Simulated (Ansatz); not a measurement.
Gas-phase electronic energies from Ansatz, PBE0-D4/def2-TZVP geometries. CBS: MP2 limit from def2 TZ/QZ plus the TZ coupled-cluster correction, frozen cores. This one scheme is used for every species, atoms too. Functionals use def2-TZVPP. B3LYP here is the variant with VWN-RPA as its local correlation; programs differ in this. HSE06 is defined as in plane-wave codes. No spin–orbit coupling; open shells (•) take unrestricted orbitals. Spin–orbit coupling would lower the free atoms: a little for Cl, F, Si; strongly for Sn. def2 core potentials past Kr. For Sn outer-core shells are correlated without core-valence functions, so the limit isn't a true one: a few kJ/mol of doubt a bond, and 10 to 20 or more in all where bonds break to atoms. One conformer a species, not always the lowest.

`F[Si](F)(F)[Sn]([Cl])([Si](F)(F)F)[Si](F)(F)F` → Cl• + 9 F• + 3 Si• + Sn•  (atomization)

| level | ΔE (kcal/mol) | difference from CCSD(T)/CBS |
| --- | --- | --- |
| LDA (SPW92) | 1698.3 | 221.2 |
| PBE-D4 | 1485.4 | 8.3 |
| revPBE-D4 | 1430.7 | -46.4 |
| BLYP-D4 | 1452.2 | -24.9 |
| r2SCAN-D4 | 1467.8 | -9.3 |
| B97M-V | 1467.0 | -10.1 |
| PBE0-D4 | 1440.6 | -36.5 |
| B3LYP-D4 | 1439.9 | -37.2 |
| r2SCANh-D4 | 1449.2 | -27.9 |
| HSE06-D4 | 1441.3 | -35.8 |
| BHLYP-D4 | 1385.6 | -91.5 |
| ωB97X-V | 1467.4 | -9.7 |
| ωB97M-V | 1461.1 | -16.0 |
| B2PLYP | 1438.0 | -39.1 |
| PBE-QIDH | 1443.9 | -33.2 |
| revPBE | 1398.4 | -78.7 |
| BLYP | 1423.4 | -53.7 |
| r2SCAN | 1464.0 | -13.1 |
| PBE0 | 1428.2 | -48.9 |
| B3LYP | 1417.1 | -60.0 |
| r2SCANh | 1445.1 | -32.0 |
| r2SCAN0 | 1418.0 | -59.1 |
| HSE06 | 1429.3 | -47.8 |
| CAM-B3LYP | 1450.0 | -27.1 |
| LC-ωPBE | 1457.3 | -19.8 |
| RPA@PBE/def2-TZVPP | 1303.1 | -174.0 |
| HF/def2-SVP | 1008.2 | -468.9 |
| MP2/def2-SVP | 1385.3 | -91.8 |
| CCSD/def2-SVP | 1292.5 | -184.6 |
| HF/def2-TZVPP | 1070.3 | -406.8 |
| MP2/def2-TZVPP | 1500.1 | 23.0 |
| SCS-MP2/def2-TZVPP | 1453.2 | -23.9 |
| CCSD/def2-TZVPP | 1392.9 | -84.2 |
| CCSD(T)/def2-TZVPP | 1421.1 | -56.0 |
| HF/def2-QZVPP | 1078.8 | -398.3 |
| MP2/def2-QZVPP | 1535.2 | 58.1 |
| SCS-MP2/def2-QZVPP | 1489.9 | 12.8 |
| HF/CBS(def2) | 1079.9 | -397.2 |
| MP2/CBS(def2) | 1556.1 | 79.0 |
| CCSD/CBS(def2) | 1448.9 | -28.2 |
| CCSD(T)/CBS | 1477.1 | 0 |

Largest T1 diagnostic among the species: 0.013.

From r2SCAN to r2SCAN0 (25 % exact exchange), in def2-TZVPP and without D4, ΔE moves by −46.1 kcal/mol: exact exchange takes away binding that semilocal exchange gives to molecules. In def2-TZVPP, CCSD(T) changes the Hartree–Fock value by +350.8 kcal/mol (the triples alone add +28.3 kcal/mol) and MP2 by +429.8 kcal/mol; breaking electron pairs costs correlation energy, which Hartree–Fock lacks. The D4 term adds +22.8 kcal/mol with B3LYP and +12.5 kcal/mol with PBE0; it sums over pairs of atoms, weighted by their polarisabilities, and B3LYP, whose exchange is more repulsive, gets the larger term.

For atomizations the MP2-based limit and the directly extrapolated one differ by several kJ/mol either way, and by 10 to 25 for some Ge, Se and Sn compounds, so smaller differences from it don't rank the levels.
